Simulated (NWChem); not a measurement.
C₂H₄Cl₂; SMILES CC(Cl)Cl

Computed with NWChem. Geometry: optimised at PBE0/def2-SVP. Level: M06-2X/def2-SVP with COSMO at NWChem's default radii, gas-phase geometry; rows give the dielectric constant.

For dielectric constant 3.9:

| Item | Result |
|---|---|
| dipole in solution (D) | 2.46 |

How do the values read with dielectric constant 11.7 instead?


| Item | Result |
|---|---|
| dipole in solution (D) | 2.58 |
